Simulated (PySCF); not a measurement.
Ga(Br)(Me)(NH2) (CH5BrGaN), SMILES [CH3][Ga]([NH2])[Br].

The structure is a stationary point at TPSSh-D3(BJ)/def2-SVP. The structure was generated by enumeration; whether it is a known compound was not checked. Other conformers were not sampled.

Level of theory: TPSSh-D3(BJ)/def2-SVP run with PySCF 2.14.0.

Frequencies are harmonic and unscaled.

```csv
mode,ν (cm⁻¹),IR (km/mol),Raman (Å⁴/amu),depolarisation,moving atoms (share of kinetic energy)
1,63,0.0,0.0,–,H 98 %
2,118,2.1,2.3,0.70,"C 37 %, H 22 %, Ga 20 %, Br 14 %"
3,130,24.4,0.4,0.75,"Ga 40 %, N 30 %, C 14 %, H 12 %"
4,148,2.5,2.7,0.71,"N 46 %, H 28 %, C 10 %"
5,245,139.3,0.1,0.75,H 88 %
6,286,30.3,5.7,0.17,"Br 49 %, Ga 45 %"
7,407,6.1,0.0,–,H 99 %
8,572,18.3,20.5,0.15,"C 63 %, H 19 %, Ga 13 %"
9,688,24.6,1.4,0.48,"H 80 %, N 16 %"
10,724,69.0,12.0,0.23,"N 63 %, Ga 21 %, H 15 %"
11,725,13.1,0.1,0.74,"H 82 %, C 17 %"
12,769,99.8,1.0,0.71,"H 78 %, C 15 %"
13,1233,2.2,3.9,0.11,"H 81 %, C 19 %"
14,1447,3.0,9.6,0.75,H 95 %
15,1450,1.3,10.0,0.75,H 95 %
16,1522,23.9,5.4,0.69,"H 90 %, N 10 %"
17,3041,5.8,144.0,0.00,H 97 %
18,3142,2.5,80.4,0.75,"H 91 %, C 9 %"
19,3149,5.5,108.5,0.74,"H 90 %, C 10 %"
20,3558,24.5,197.2,0.12,H 96 %
21,3667,28.2,112.4,0.74,"H 91 %, N 9 %"
```
